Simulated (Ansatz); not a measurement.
Molecule: LiF$_{3}$, net charge -2, singlet state. It need not be the lowest isomer of its formula. 
Structure (B3LYP-D3(BJ)/def2-TZVP (Ansatz, a first-principles code) minimum search):
SMILES: [F][Li-2]([F])[F]
```xyz
4

Li     0.0000     0.0000     0.0000
F      1.8752     0.0000    -0.0288
F     -0.9376     1.6242     0.0115
F     -0.9376    -1.6241     0.0173
```
Charge -2, spin multiplicity 1.

Basis-set convergence of Hartree-Fock and CCSD(T) correlation energies (hartree) with Ansatz. Correlated levels leave the core frozen unless marked. Spin-orbit coupling is left out. Non-relativistic.

| basis | functions | E(HF) | E(corr, CCSD(T)) |
|---|---|---|---|
| def2-SVPD | 81 | -305.56175 | -0.68153 |
| def2-TZVPPD | 142 | [?] | [?] |

Problem. What belongs in the gaps?

Solution. 
- def2-TZVPPD, E(HF): -305.91112
- def2-TZVPPD, E(corr, CCSD(T)): -0.86422
